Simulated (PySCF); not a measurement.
# Reading the logs of faulty runs: BC2H8Si cation

These are calculations, not measurements. They come from PySCF 2.14.0, an open-source quantum chemistry program, on an isolated molecule that a program drew, which may never have been made. The molecule is BC2H8Si cation (charge +1, singlet), drawn as the SMILES string `[BH+]C(C)[SiH3]`.

Each row is a Hartree-Fock (HF) and frozen-core CCSD(T) single point in the cc-pV(D+d)Z basis, meant for a local HF minimum. Run 1 is clean. Each other run has one planted mistake out of seven kinds, and not every kind appears here: one electron removed, one electron added, multiplicity raised by two, geometry at a saddle point, minimal basis STO-3G, one bond length entered in bohr, all coordinates scaled. The reference is restricted for singlets and unrestricted otherwise, and also for a bond in bohr. Adding or removing an electron swaps singlet and doublet. Electrons count all cores. HOMO and LUMO are orbital energies over both spins, the gradient is its largest component, and the lowest frequency (negative if imaginary) is given only where the gradient is small. Bond lengths are over the 11 bonds as drawn. T1 is the CCSD diagnostic: over 0.02 (restricted) or 0.045 (unrestricted) a single reference is doubtful.

Geometry of the clean run:
```xyz
12
BC2H8Si cation, angstrom
B     0.1934    0.4759   -1.5992
C    -0.9954    0.5153   -0.7744
C    -0.8925    0.9972    0.7065
Si   -1.7714   -1.3330   -0.8603
H     1.1269    0.3767   -2.3055
H    -1.7338    1.0953   -1.3556
H    -0.6468    2.0565    0.7448
H    -0.1351    0.4367    1.2522
H    -1.8516    0.8507    1.1995
H    -1.7367   -1.7672   -2.2668
H    -3.1316   -1.1250   -0.3516
H    -0.9326   -2.1730    0.0059
```

| run | electrons | basis functions | <S^2> | HOMO (eV) | LUMO (eV) | gradient (hartree/bohr) | lowest frequency (cm^-1) | mean bond (Å) | longest bond (Å) | T1 | HF (hartree) | CCSD(T) (hartree) | mistake |
|---|---|---|---|---|---|---|---|---|---|---|---|---|---|
| 1 | 38 | 105 | 0.000 | -17.05 | -4.13 | 3.4e-05 | 114 | 1.3607 | 2.007 | 0.0130 | -393.71932 | -394.24307 | no fault |
| 2 | 37 | 105 | 0.763 | -23.44 | -14.42 | 8.8e-02 | - | 1.3607 | 2.007 | 0.0299 | -393.14229 | -393.63617 | one electron removed |
| 3 | 38 | 105 | 0.710 | -16.26 | -4.22 | 1.7e-02 | - | 1.4488 | 2.058 | 0.0576 | -393.58797 | -394.10970 | one bond length entered in bohr |
| 4 | 38 | 105 | 2.021 | -12.55 | -7.99 | 8.6e-02 | - | 1.3607 | 2.007 | 0.0398 | -393.55816 | -394.06311 | ? |

**Which mistake was planted in run 4, and what did it cost?**

Electrons, basis and geometry are unchanged, and <S^2> is 2.021, beside S(S+1) = 2.00 for a multiplicity of 3. So the mistake is: multiplicity raised by two. Subtracting run 1 and multiplying by 627.51 kcal/mol a hartree, the energy moved by 101.1 kcal/mol in HF and 112.9 kcal/mol in CCSD(T).

Cautions from the logs. Run 3: T1 is over the limit, so its CCSD(T) energy is less reliable.
